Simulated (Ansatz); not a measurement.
Consider the silylene formation by 1,1-elimination: `C[SiH](O)[Si](O)(F)F` → `F[Si]F` + `C[SiH](O)O`.

Computed with Ansatz on PBE0-D4/def2-TZVP structures; ΔE is electronic, products minus reactants. CCSD(T)/CBS adds triple-zeta CCSD(T) − MP2 to the extrapolated MP2 energy (def2 sets, frozen cores). This one scheme is used for every species. DFT in def2-TZVPP. One conformer a species, not always the lowest.

Is it downhill or uphill in electronic energy at CCSD(T)/CBS, and by how much? (Estimate.)

Computed: Uphill: ΔE = +1.38 eV.

What do these levels give: PBE-D4, ωB97X-V, MP2/def2-TZVPP, CCSD(T)/def2-TZVPP, HF/CBS(def2), CCSD/CBS(def2)? (Estimate.)

Ansatz gave: PBE-D4 1.44, ωB97X-V 1.48, MP2/def2-TZVPP 1.41, CCSD(T)/def2-TZVPP 1.33, HF/CBS(def2) 1.29, CCSD/CBS(def2) 1.37 eV.

Largest T1 diagnostic among the species: 0.015.

From PBE to PBE0 (25 % exact exchange), in def2-TZVPP and without D4, ΔE moves by +0.14 eV. The D4 term adds +0.18 eV with B3LYP and +0.10 eV with PBE0; it sums over pairs of atoms, weighted by their polarisabilities, and B3LYP, whose exchange is more repulsive, gets the larger term.

B3LYP here is the variant with VWN-RPA as its local correlation; programs differ in this.
